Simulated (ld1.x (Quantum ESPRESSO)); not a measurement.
# ruthenium: one change to a PAW potential, before and after

```
Element                 : Ru
Generator               : ld1.x (Quantum ESPRESSO) 7.5
Type                    : PAW
Functional              : PBE
Relativity              : scalar-relativistic
Frozen core             : [Ar] 3d10
Valence charge          : 16
Reference configuration : 4s2 4p6 4d7 5s1 5p0
Partial waves           : 4s (bound): rcut 1.45, rcutus 1.70 bohr; 5s (bound): rcut 1.45, rcutus 1.70 bohr; 4p (bound): rcut 1.50, rcutus 1.65 bohr; 5p (bound, empty): rcut 1.50, rcutus 1.65 bohr; 4d (bound): rcut 1.15, rcutus 1.40 bohr; 4d channel at 1 Ry: rcut 1.15, rcutus 1.40 bohr
Local potential         : all-electron potential smoothed inside 1.40 bohr (lloc = -2)
Core correction         : a·sin(br)/r model core, default radius (core density twice the valence density)
Augmentation charge     : PSQ, inside the norm-conserving radii
```

All-electron outer shells of the reference configuration (PBE, scalar-relativistic, ld1.x):

```
shell  level (eV)  outermost node (bohr)  outermost maximum (bohr)
   3p     -447.22                   0.16                      0.36
   3d     -273.12                      –                      0.30
   4s      -76.37                   0.48                      0.92
   4p      -46.42                   0.49                      0.98
   4d       -5.20                   0.48                      1.21
   5s       -4.24                   1.24                      2.73
   5p       -0.91                   1.41                      3.97
```

Change: waves 4d (bound): rcut 1.15, rcutus 1.32 bohr; 4d channel at 1 Ry: rcut 1.15, rcutus 1.32 bohr.

Cutoffs: the cutoffs (Ry, on a coarse ladder) from which the occupation-weighted sum of valence levels, in a spherical-Bessel basis at the reference potential, stays within 10 and 1 mRy of its value at 400 Ry; they do not see the model core or the augmentation charge, which bear on the density cutoff. Errors are all-electron minus pseudo energies relative to the spin-unpolarised reference configuration.

Q: How do hardness, ghosts and transferability respond?

A: The potential gets harder (50 Ry and 90 Ry → 60 Ry and 100 Ry); of the 7 tests that both files solve, the error grows in 0 and shrinks in 1 by more than 15 % and 0.3 meV (median size 1.7 → 1.8 meV); neither file shows a bound ghost. A smaller radius makes the pseudo-wave follow the all-electron one further in, where it bends more sharply, so more plane waves are needed.

| quantity | base | changed |
| --- | --- | --- |
| cutoff, loose | 50 Ry | 60 Ry |
| cutoff, tight | 90 Ry | 100 Ry |
| loose cutoff by channel (10 mRy a level) | s 21 Ry, p 25 Ry, d 40 Ry | s 21 Ry, p 25 Ry, d 50 Ry |
| bound ghosts | none | none |
| error for 4s2 4p6 4d7 5s0 5p0, meV [ΔE 7.29 eV] | -1.5 | -1.5 |
| error for 4s2 4p6 4d6 5s0 5p0, meV [ΔE 25.48 eV] | -1.7 | -1.6 |
| error for 4s2 4p6 4d5 5s0 5p0, meV [ΔE 56.10 eV] | -2.8 | -2.2 |
| error for 4s2 4p6 4d6 5s1 5p0, meV [ΔE 10.11 eV] | +1.0 | +1.2 |
| error for 4s2 4p6 4d6 5s2 5p0, meV [ΔE 1.70 eV] | +2.2 | +2.3 |
| error for 4s2 4p6 4d6 5s1 5p1, meV [ΔE 5.65 eV] | +2.2 | +2.4 |
| error for 4s2 4p6 4d8 5s0 5p0, meV [ΔE -0.33 eV] | -1.7 | -1.8 |
| s: phases at 1.84 bohr within 0.05 rad from the reference energy up to (Ry; the scan ends near 5) | 2.6 | 2.6 |
| p: phases at 1.84 bohr within 0.05 rad from the reference energy up to (Ry; the scan ends near 5) | 3.0 | 3.0 |
| d: phases at 1.84 bohr within 0.05 rad from the reference energy up to (Ry; the scan ends near 5) | to the end of the scan | to the end of the scan |
| lowest overlap eigenvalue by channel | s 0.08, p 0.20, d 0.94 | s 0.08, p 0.20, d 0.93 |
